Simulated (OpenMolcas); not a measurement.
**Mn III: CASPT2 settings compared**

```
Program             : OpenMolcas 26.06
Basis               : ANO-RCC-VDZ [5s4p2d]
Scalar Hamiltonian  : DKH2, point nucleus
Active space        : 5 electrons in 5 orbitals (3d)
State averaging     : 2S+1 = 6 even, 1 root; 2S+1 = 4 even, 24 roots kept (CI in the orbitals of an earlier block); 2S+1 = 2 even, 58 roots kept (CI in the orbitals of an earlier block, 25 in the spin-orbit step)
Spin-orbit coupling : state interaction with AMFI integrals over the reference wave functions, term energies averaged over their components
```

Methods on the same reference wave functions:
A. CASSCF
B. SS-CASPT2, IPEA 0.75 Eh, real shift 0.05 Eh (closed shells correlated: 2s 2p 3s 3p)
C. XMS-CASPT2, IPEA 0.35 Eh, imaginary shift 0.05 Eh (closed shells correlated: 3s 3p)
D. XMS-CASPT2, IPEA 0.6 Eh, real shift 0.5 Eh (closed shells correlated: 2s 2p 3s 3p)

Energies in cm-1 above 3d5 6S 5/2, the measured ground level; measured values from Corliss and Sugar, J. Phys. Chem. Ref. Data 6, 1253 (1977).

```json
{"Level": "3d5 6S 5/2", "A": "0.0", "B": "0.0", "C": "0.0", "D": "0.0", "Measured": "0.0"}
{"Level": "3d5 4G 5/2", "A": "32071", "B": "31180", "C": "30990", "D": "30880", "Measured": ""}
{"Level": "3d5 4G 7/2", "A": "32086", "B": "31200", "C": "31010", "D": "30900", "Measured": "26860"}
{"Level": "3d5 4G 9/2", "A": "32098", "B": "31220", "C": "31030", "D": "30920", "Measured": ""}
{"Level": "3d5 4G 11/2", "A": "32103", "B": "31230", "C": "31030", "D": "30920", "Measured": ""}
{"Level": "3d5 4P 5/2", "A": "36932", "B": "30930", "C": "30440", "D": "30990", "Measured": "29168"}
{"Level": "3d5 4P 3/2", "A": "36972", "B": "30960", "C": "30470", "D": "31020", "Measured": ""}
{"Level": "3d5 4P 1/2", "A": "37027", "B": "30990", "C": "30500", "D": "31050", "Measured": ""}
{"Level": "3d5 4D 7/2", "A": "39968", "B": "36060", "C": "35870", "D": "36140", "Measured": "32307"}
{"Level": "3d5 4D 1/2", "A": "40014", "B": "36100", "C": "35920", "D": "36180", "Measured": "32369"}
{"Level": "3d5 4D 3/2", "A": "40056", "B": "36120", "C": "35930", "D": "36200", "Measured": ""}
{"Level": "3d5 4D 5/2", "A": "40068", "B": "36120", "C": "35940", "D": "36200", "Measured": "32384"}
```

Deviations, from unrounded energies. A percentage is the sum of absolute deviations over the sum of measured energies, with the sign that they share, or ± where signs differ.

| Against measurement | Levels | A | B | C | D |
| --- | --- | --- | --- | --- | --- |
| mean absolute deviation (cm-1) | 5 | 7200 | 3500 | 3200 | 3500 |
| other terms of the ground configuration (%) | 5 | +23.5 | +11.3 | +10.5 | +11.3 |

C lies closest to measurement on these levels and A furthest from it. The largest miss of C in the table is 3d5 4G 7/2, by +4200 cm-1. The ranking rests on the paired levels alone, and a cruder setting can come out closer through cancelling errors.

Among B to D the level of the table that moves most is 3d5 4P 1/2, by 550 cm-1 (lowest in C, highest in D). Moves below CASPT2's spread within the term are not significant.

The mean deviations of B to D differ by less than CASPT2's widest spread within a term (870 cm-1), so their order carries little weight.

From A to B the spin-free energies of the other terms of 3d5 shown, above 6S, scale by factors of 0.84 to 0.97.

The lowest spin-free term lies below A's lowest term by 0.161 hartree in B, 0.156 hartree in C, 0.162 hartree in D.

Term energies are means over components that CASPT2 splits; among the terms shown or strongly mixed into the levels shown the widest spread is 870 cm-1 (3d5 4G, C). Some high roots are left out of the spin-orbit mixing, which shifts the levels that they would mix with. Terms from blocks run as CI alone lack orbitals of their own. The CASPT2 spread within a term exceeds the gap to the next term for 3d5 4P and 3d5 4G, so the order of their levels is uncertain, and so are names and mixing where such terms share a J (figures for C; the like holds for D). Without dynamic correlation excited terms often stand tens of per cent too high (terms of higher spin than the ground term too low), and those without a measured partner can miss by more than the paired ones (holds for A). Some terms miss by over 15 % even with CASPT2, which points to a basis or an active space too small for the shells correlated (holds for B; C; D). Measured partners are found by configuration, term and J. A level has none where our copy of the source lacks it or the pairing is in doubt (some pairs that miss far off the trend of their configuration count as doubtful), and it then counts in no deviation. Only configurations of the active space appear. Levels that lie high or do not pair safely by name in every column are left out.
